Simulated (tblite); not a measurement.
Compound: C5H12AlFS.
Numbering: `[CH3:1][AlH-:2]([CH3:3])[S@+:4]([CH3:5])/[CH:6]=[CH:7]\[F:8]` (hydrogens: H9, H10, H11 on C1; H12 on Al2; H13, H14, H15 on C3; H16, H17, H18 on C5; H19 on C6; H20 on C7)
Bond orders are those of one Lewis drawing.

Computed with GFN2-xTB (tblite), gas phase: L-BFGS steps from a force-field or distance-geometry start until the largest atomic force falls under 0.01 eV/Å.

Step 56: E = -702.4021 eV
```
atom  x, y, z in Å  |  force x, y, z in eV/Å
C1     -1.9019    2.1406   -0.1279    0.009   0.019  -0.002
Al2    -1.6211    0.2005   -0.4984   -0.005  -0.008   0.035
C3     -1.6414   -1.2922    0.8284   -0.021  -0.006   0.042
S4      0.8733    0.4278   -1.0273    0.000  -0.102  -0.017
C5      1.1388   -1.3488   -1.2560    0.014  -0.051  -0.001
C6      1.7654    0.8183    0.4327   -0.021   0.027   0.022
C7      2.7523    0.1841    1.0476   -0.030  -0.023  -0.033
F8      3.2503   -1.0003    0.6561    0.018  -0.021   0.003
H9     -1.0328    2.7006    0.2396   -0.010   0.017   0.018
H10    -2.7188    2.3571    0.5711    0.017  -0.022  -0.037
H11    -2.1814    2.6199   -1.0769   -0.013   0.025   0.018
H12    -1.7976   -0.2443   -1.9880    0.032  -0.012  -0.049
H13    -1.3147   -2.2758    0.4689    0.014   0.038   0.011
H14    -2.6894   -1.4326    1.1253    0.006   0.020   0.005
H15    -1.1049   -1.1006    1.7668    0.042  -0.027  -0.015
H16     2.1152   -1.5350   -1.6936   -0.019   0.052  -0.009
H17     0.3482   -1.6769   -1.9286    0.024   0.011   0.019
H18     1.0483   -1.8569   -0.3017   -0.007   0.013  -0.017
H19     1.4568    1.7710    0.8251    0.005   0.075   0.036
H20     3.2503    0.5540    1.9336   -0.056  -0.025  -0.030
```

Step 57: E = -702.4033 eV
```
atom  x, y, z in Å  |  force x, y, z in eV/Å
C1     -1.9009    2.1418   -0.1286   -0.005   0.020  -0.008
Al2    -1.6208    0.2017   -0.4941    0.020  -0.003  -0.029
C3     -1.6359   -1.2925    0.8284   -0.014  -0.010   0.056
S4      0.8782    0.4278   -1.0305   -0.046  -0.071  -0.019
C5      1.1370   -1.3499   -1.2552    0.011  -0.059  -0.003
C6      1.7623    0.8214    0.4332    0.002  -0.002   0.027
C7      2.7478    0.1838    1.0473   -0.033  -0.019  -0.017
F8      3.2461   -1.0005    0.6550    0.006  -0.006  -0.004
H9     -1.0332    2.7025    0.2399   -0.003   0.025   0.020
H10    -2.7203    2.3601    0.5660    0.009  -0.021  -0.013
H11    -2.1799    2.6187   -1.0787    0.000   0.022   0.008
H12    -1.7954   -0.2413   -1.9872    0.027  -0.009  -0.023
H13    -1.3084   -2.2741    0.4662    0.009   0.018  -0.007
H14    -2.6825   -1.4346    1.1287    0.000   0.016   0.012
H15    -1.0947   -1.1046    1.7643    0.040  -0.014   0.003
H16     2.1114   -1.5390   -1.6962   -0.021   0.043   0.004
H17     0.3436   -1.6764   -1.9257    0.027   0.018   0.019
H18     1.0446   -1.8568   -0.3002    0.009   0.020  -0.025
H19     1.4530    1.7738    0.8278    0.009   0.048   0.018
H20     3.2427    0.5490    1.9366   -0.047  -0.016  -0.020
```

**Question.** Estimate the geometry and energy of step 58. (The exact step hangs on the optimiser's Hessian estimate; all steps are aligned on step 57, rigid shifts and turns removed.)

**Answer.** E = -702.4042 eV, largest force 0.070 eV/Å
```
atom  x, y, z in Å  |  force x, y, z in eV/Å
C1     -1.9004    2.1434   -0.1293   -0.005   0.016  -0.011
Al2    -1.6198    0.2025   -0.4916    0.027  -0.001  -0.059
C3     -1.6315   -1.2933    0.8293    0.000  -0.005   0.047
S4      0.8807    0.4269   -1.0333   -0.066  -0.023  -0.007
C5      1.1347   -1.3511   -1.2547    0.007  -0.043  -0.002
C6      1.7594    0.8235    0.4337    0.005  -0.018   0.016
C7      2.7433    0.1828    1.0473   -0.033  -0.012  -0.004
F8      3.2437   -1.0006    0.6541   -0.009   0.006  -0.010
H9     -1.0329    2.7038    0.2400   -0.006   0.027   0.018
H10    -2.7215    2.3644    0.5619    0.004  -0.023   0.003
H11    -2.1782    2.6185   -1.0806    0.010   0.021   0.000
H12    -1.7915   -0.2395   -1.9878    0.023  -0.007  -0.002
H13    -1.3020   -2.2724    0.4631   -0.001   0.004  -0.018
H14    -2.6763   -1.4380    1.1333    0.001   0.012   0.018
H15    -1.0844   -1.1085    1.7621    0.033  -0.003   0.018
H16     2.1073   -1.5419   -1.6982   -0.009   0.029   0.009
H17     0.3391   -1.6755   -1.9229    0.018   0.011   0.009
H18     1.0407   -1.8546   -0.2986    0.022   0.005  -0.017
H19     1.4499    1.7763    0.8296    0.015   0.011   0.000
H20     3.2344    0.5443    1.9396   -0.036  -0.008  -0.008
```

The energy changes by -0.0009 eV. The first-order estimate −F·Δx gives -0.0012 eV and the mean of the old and new forces, exact on a quadratic surface, -0.0009 eV. The step makes an angle of 75° with the force vector and moves no atom by more than 0.011 Å.

The cost below is that of the whole relaxation. Hardware: an Intel Xeon at 2.50 GHz with one thread, on a shared host. Cost: 5.8 s wall.
